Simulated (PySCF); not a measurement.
**Unknown compound**

An unknown has the formula C8H7F2P. Its calculated NMR data are:

$^{1}$H NMR (400 MHz, computed): δ 7.76 (m, 2H), 7.41 (m, 2H), 2.38 (m, 3H).

$^{13}$C{$^{1}$H} NMR (computed): δ 241.8 (C), 173.7 (C), 142.0 (CH, 2C), 141.4 (C), 121.7 (CH, 2C), 26.2 (CH3).

How the numbers were obtained: GFN2-xTB geometry, NMR shieldings at PBE0/pcSseg-1/GIAO, in PySCF 2.14.0 with density-fitted response routines (no relativistic terms, gas phase, equivalent nuclei averaged, a single conformation).

Scale: TMS for $^{1}$H (31.72 ppm) and $^{13}$C (186.93 ppm) (reference shieldings calculated alike).

Question: What is the structure?

Answer: 
1. 6 carbon signals for 8 carbons: some carbons are equivalent by symmetry or fast rotation.
2. Carbon types of the structure: 3 × C, 4 × CH, 1 × CH3, which accounts for all hydrogens.
3. δC 241.8: carbon double-bonded to a heavier main-group atom.
4. δC 173.7: aromatic carbon bearing fluorine; an ipso carbon deshielded by its heteroatom.
5. δC 142.0, 121.7: aromatic CH.
6. δC 141.4: substituted aromatic carbon.
7. δC 26.2: methyl carbon; saturated and bonded to C and H only.
8. δH 7.76, 7.41: hydrogen on an aromatic CH; ring-current deshielding.
9. δH 2.38: hydrogen on a methyl carbon.

These data were computed for `InChI=1S/C8H7F2P/c1-6(9)11-8-4-2-7(10)3-5-8/h2-5H,1H3`.

This is the structure that produced the data.

Splittings by $^{19}$F and $^{31}$P in the carbon and heteronuclear signals aren't shown, as no couplings were computed. Shifts are as computed. Against solution values, carbons near 30 ppm lie about +3 ppm off and those near 130 ppm about +5 ppm. Of 1211 compounds with measured shifts, 218 miss one by over three times the rms of a fit or turn the order of signals round; such compounds aren't used in these exercises. No couplings were computed; multiplicities are counted from neighbouring protons, with m where these are inequivalent, close in shift, in a saturated or five-membered ring or joined by F or P, and br s for small geminal =CH2 splittings.
